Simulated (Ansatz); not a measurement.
Calculated with Ansatz (gas phase, PBE0-D4/def2-TZVP geometries, no zero-point term in ΔE). CBS: MP2 limit from def2 TZ/QZ plus the TZ coupled-cluster correction, frozen cores. This one scheme is used for every species. Elements past krypton have def2 core potentials. For Sn outer-core shells are correlated without core-valence functions, which leaves a few kJ/mol of doubt a bond. Each species was taken in one conformer, which may not be the lowest.

Consider the ligand exchange at the Sn–O bond: `B[O][SnH2][BH]O` + H–F → `O[BH][SnH2][F]` + `BO`.

```csv
species,CCSD(T)/CBS(def2) energy (Eh)
`B[O][SnH2][BH]O`,-417.64606
H–F,-100.39570
`O[BH][SnH2][F]`,-416.25065
`BO`,-101.80414
```

Question: Work out ΔE.

Answer: ΔE = (-416.25065) + (-101.80414) − (-417.64606) − (-100.39570) = -0.01303 Eh = -34.2 kJ/mol.

Largest T1 diagnostic among the species: 0.016.

Leaving LDA and LC-ωPBE aside and taking each functional with its dispersion term where it has one, the values, not all of them listed here, spread over 9.0 kJ/mol, from r2SCAN-D4 to PBE-QIDH. LDA lies +5.6 kJ/mol from PBE without D4. In def2-TZVPP, CCSD(T) changes the Hartree–Fock value by +16.7 kJ/mol (the triples alone add +2.4 kJ/mol) and MP2 by +18.7 kJ/mol. The D4 term adds +8.3 kJ/mol with B3LYP and +4.8 kJ/mol with PBE0; it sums over pairs of atoms, weighted by their polarisabilities, and B3LYP, whose exchange is more repulsive, gets the larger term.

B3LYP here is the variant with VWN-RPA as its local correlation; programs differ in this.
